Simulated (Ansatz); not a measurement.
Cost and result for the atomization energy of FH5O2Si2 (`O[SiH2][SiH](O)F`) (10 atoms, 9 bonds).

Z-matrix (Å, degrees):
```
Si
Si 1 2.350
O 1 1.653 2 110.4
H 1 1.491 2 108.8 3 123.2
H 1 1.484 2 110.9 3 -117.0
F 2 1.609 1 107.2 3 -45.5
O 2 1.637 1 107.6 3 -164.3
H 2 1.489 1 116.6 3 71.3
H 3 0.959 1 117.2 2 54.0
H 7 0.959 2 119.0 1 -167.0
```

The species carries charge 0 and has multiplicity 1. The geometry is a stationary point of PBE0-D4/def2-TZVP. It is one conformer, not always the lowest. Program: Ansatz. Hardware: A = 2 threads of an AMD EPYC 7R13 on a shared host; B = 2 threads of an AMD EPYC 7R13 on a shared host and a share of an NVIDIA H100 80 GB. Times are those of one run each, without the atoms' runs, and a repeat can differ threefold. Electronic energies, without spin–orbit coupling; frozen cores. CCSD(T)/CBS adds CCSD(T) − MP2 in def2-TZVPP to the MP2 limit, and its time is that of the two runs behind it. T1 = 0.012. B3LYP takes the VWN-RPA correlation (the form of Gaussian; ORCA's B3LYP/G).

CCSD(T)/CBS is a level of theory with its own doubt, some kJ/mol a heavy atom from the limit and from the frozen cores, so smaller differences don't rank the functionals.

```tsv
level	functions	wall time	atomization (kJ/mol)	difference from CCSD(T)/CBS	per bond
PBE-D4/def2-TZVPP (with forces) [A]	247	3.7 s	3644.6	-13.7	-1.5
MP2/def2-QZVPP [B]	461	4.7 s	3692.1	33.8	3.8
PBE0-D4/def2-TZVPP [A]	247	4.9 s	3572.6	-85.7	-9.5
CCSD(T)/def2-TZVPP [B]	247	5.5 s	3539.9	-118.4	-13.2
r2SCAN-D4/def2-TZVPP (with forces) [A]	247	6.5 s	3631.1	-27.2	-3.0
B3LYP-D4/def2-TZVPP (with forces) [A]	247	7.5 s	3611.5	-46.8	-5.2
ωB97X-V/def2-TZVPP [A]	247	10 s	3649.1	-9.2	-1.0
CCSD(T)/CBS(def2)	–	10 s	3658.3	0.0	0.0
B2PLYP/def2-TZVPP [A]	247	13 s	3586.7	-71.6	-8.0
ωB97M-V/def2-TZVPP (with forces) [A]	247	19 s	3636.4	-21.9	-2.4
```

From PBE to PBE0 (25 % exact exchange), in def2-TZVPP and without D4, the atomization energy moves by −69.0 kJ/mol: exact exchange takes away binding that semilocal exchange gives to molecules. In def2-TZVPP, CCSD(T) changes the Hartree–Fock value by +909.4 kJ/mol (the triples alone add +49.0 kJ/mol) and MP2 by +989.7 kJ/mol; breaking electron pairs costs correlation energy, which Hartree–Fock lacks. The D4 term adds +32.5 kJ/mol with B3LYP and +17.1 kJ/mol with PBE0; it sums over pairs of atoms, weighted by their polarisabilities, and B3LYP, whose exchange is more repulsive, gets the larger term.
